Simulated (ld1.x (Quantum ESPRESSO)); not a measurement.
## Ranking ultrasoft potentials for titanium (Ti)

All share these settings but for the change named:

* Element: titanium
* Generator: ld1.x (Quantum ESPRESSO) 7.5
* Type: ultrasoft
* Functional: PBE
* Relativity: scalar-relativistic
* Frozen core: [Ne] 3s2
* Valence charge: 10
* Reference configuration: 3p6 3d2 4s1.75 4p0.25
* Partial waves: 4s (bound): rcut 2.50, rcutus 2.75 bohr; 4s channel at 0.1 Ry: rcut 2.50, rcutus 2.75 bohr; 3p (bound): rcut 1.50, rcutus 1.60 bohr; 4p (bound): rcut 1.50, rcutus 1.60 bohr; 3d (bound): rcut 1.30, rcutus 1.40 bohr; 3d channel at 0.95 Ry: rcut 1.30, rcutus 1.40 bohr
* Local potential: all-electron potential smoothed inside 2.70 bohr (lloc = -1)
* Core correction: Bessel-smoothed model core inside 1.40 bohr
* Augmentation charge: PSQ, inside the norm-conserving radii

Test errors are all-electron minus pseudo excitation energies from the reference, over 3p6 3d2 4s2 4p0; 3p6 3d2 4s1 4p0; 3p6 3d2 4s0 4p0; 3p6 3d2 4s0 4p2; 3p6 3d2 4s1.5 4p0; 3p6 3d2.5 4s1.5 4p0; 3p6 3d1 4s2 4p1. None of these files shows a bound ghost.

The base gives 139.0 meV.

Of 6 variants that were run, those that failed, showed a ghost or another fault, or gave nearly equal values are left out.

A variant can come out equal or close to the base, since the largest error may sit in a test that the change hardly touches while other tests move.

(1) Rank these variants by their largest absolute test error, smallest first.
A. waves 3p (bound): rcut 1.04, rcutus 1.10 bohr; 4p (bound): rcut 1.04, rcutus 1.10 bohr
B. waves 4s (bound): rcut 2.50, rcutus 3.42 bohr; 4s channel at 0.1 Ry: rcut 2.50, rcutus 3.42 bohr
C. core correction Bessel-smoothed model core inside 0.78 bohr

Answers

(1) A (86.4 meV), B (107.4 meV), C (143.9 meV).
